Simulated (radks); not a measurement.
The tin ion Sn+ inside a hard spherical wall (all orbitals vanish at R), configuration held at [Kr] 4d10 5s2 5p1 and not refilled when levels cross. Calculated with a radial shooting solver on a logarithmic mesh with Libxc functionals: scalar-relativistic Kohn-Sham, LDA (Slater exchange, Perdew-Wang correlation), spin-polarised, spherical densities, finite nucleus; open shells are filled with parallel spins first (spin-orbit coupling, left out, can overturn this in heavy ions); Fermi nuclear charge, rms radius 4.6519 fm. Eigenvalues in eV for spin up, with the zero of energy where the potential of the charges vanishes at infinity; a dash marks a level that is unbound or too diffuse for the functional's potential to be trusted. A positive occupied level is held by the wall or, in an anion where self-interaction has pushed it up, behind a barrier. The pressure on the wall is -dE/dV.

| R (bohr) | E (hartree) | kinetic (hartree) | e(4p) | e(4d) | e(5s) | e(5p) | e(6s, empty) | e(5d, empty) | pressure (GPa) |
|---|---|---|---|---|---|---|---|---|---|
| free | -6171.45194 | 6441.439 | -97.617 | -33.961 | -18.427 | -10.807 | -4.318 | -3.283 | 0 |
| 10 | -6171.45191 | 6441.440 | -97.614 | -33.958 | -18.425 | -10.805 | -4.063 | -3.124 | 0.00105 |
| 8 | -6171.45131 | 6441.446 | -97.578 | -33.923 | -18.399 | -10.768 | -3.168 | -2.658 | 0.0350 |
| 7 | -6171.44909 | 6441.466 | -97.484 | -33.832 | -18.329 | -10.661 | -1.860 | -2.016 | 0.204 |
| 6 | -6171.43922 | 6441.540 | -97.192 | -33.549 | -18.101 | -10.297 | 1.051 | -0.635 | 1.23 |
| 5 | -6171.39492 | 6441.815 | -96.346 | -32.736 | -17.345 | -9.091 | 7.880 | 2.543 | 8.06 |
| 3.5 | -6170.85498 | 6444.358 | -91.508 | -28.146 | -11.033 | -0.008 | 43.857 | 19.322 | 190 |
| 2.5 | -6167.73415 | 6456.975 | -77.755 | -14.522 | 15.976 | 34.051 | 144.45 | 67.424 | 2860 |
| 2 | -6160.11721 | 6485.598 | -56.778 | 8.265 | 69.377 | 95.746 | 294.72 | 141.05 | 16100 |
